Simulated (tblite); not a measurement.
Compound: C5H10F3NSi.
Geometry (GFN2-xTB, Å), atoms numbered from 1 in this order:
```
atom  x, y, z in Å
F1     3.6541   -1.0700    0.0626
C2     2.4380   -0.8284   -0.4620
F3     2.6271    0.1007   -1.4127
F4     2.0760   -1.9520   -1.0983
C5     1.4492   -0.4038    0.6027
C6    -0.0002   -0.3735    0.1100
C7    -0.2435    0.6719   -0.9835
N8    -1.6786    0.8405   -1.0684
Si9   -2.5337    0.5687    0.3908
C10   -0.9647   -0.0713    1.2573
H11    1.5434   -1.1156    1.4259
H12    1.7569    0.5829    0.9563
H13   -0.2537   -1.3538   -0.3047
H14    0.2620    1.6133   -0.7224
H15    0.1478    0.3364   -1.9485
H16   -1.9914    1.3937   -1.8471
H17   -3.5754   -0.4400    0.1939
H18   -3.0620    1.7580    1.0703
H19   -0.5431    0.7043    1.8970
H20   -1.1136   -0.9512    1.8778
```

Calculated harmonic vibrations of the isolated species, GFN2-xTB (tblite), most abundant isotopes, no scaling. Errors from tens to a few hundred cm⁻¹ against measured bands are possible. Modes of hydrogen on silicon can be 10 to 20 % off. One conformer, not necessarily the lowest.

Harmonic wavenumbers (cm⁻¹): 31.9, 63.1, 102.2, 136.4, 159.9, 255.7, 276.0, 337.1, 362.6, 423.6, 437.0, 475.9, 481.3, 501.7, 531.6, 570.4, 604.6, 676.0, 767.8, 793.7, 805.8, 832.8, 854.1, 874.7, 917.0, 983.4, 1035.2, 1042.7, 1094.3, 1101.2, 1144.1, 1150.7, 1185.2, 1192.5, 1223.6, 1234.6, 1255.0, 1297.0, 1321.1, 1338.9, 1370.8, 1443.0, 1492.3, 1501.7, 2208.3, 2259.8, 2858.0, 2947.0, 2954.8, 2984.5, 2988.1, 2990.6, 3024.8, 3495.9.

A = 2838, B = 548.5, C = 512.1 MHz; mass 169.053 u (most abundant isotopes); point group C1, symmetry number 1.

Question: Zero-point energy?

Answer: ½Σν̃ = 32196 cm⁻¹ = 385.15 kJ/mol.

Question: Give the ideal-gas entropy at 400 K and 1 bar in the rigid-rotor, harmonic-oscillator model (classical rotation).

Answer: Translation 178.95, rotation 130.77, vibration 185.10: S = 494.8 J/(mol K).

Question: And Cp and H(400 K) − H(0)?

Answer: Cp = 228.93 J/(mol K), of which vibrations give 195.67 (their classical limit is 54 R = 449.0); H(400 K) − H(0) = 52.10 kJ/mol without the zero-point energy, 38.80 from vibrations.

Question: What must be added to the electronic energy to get the Gibbs energy at 400 K and 1 bar?

Answer: ZPE + [H(400 K) − H(0)] − T·S = 385.15 + 52.10 − 197.93 = 239.32 kJ/mol.

Question: Which modes carry the vibrational entropy at 400 K?

Answer: 31.9 cm⁻¹: 26.32; 63.1 cm⁻¹: 20.66; 102.2 cm⁻¹: 16.68; 136.4 cm⁻¹: 14.32; 159.9 cm⁻¹: 13.03; 255.7 cm⁻¹: 9.30 J/(mol K); the other 48 give 84.80 together.

Hindered rotation and anharmonicity are outside this model. Other conformers, if any are populated, would add a mixing term that is left out. The structure is chiral; the term R ln 2 for an equal mix with its mirror image is left out.
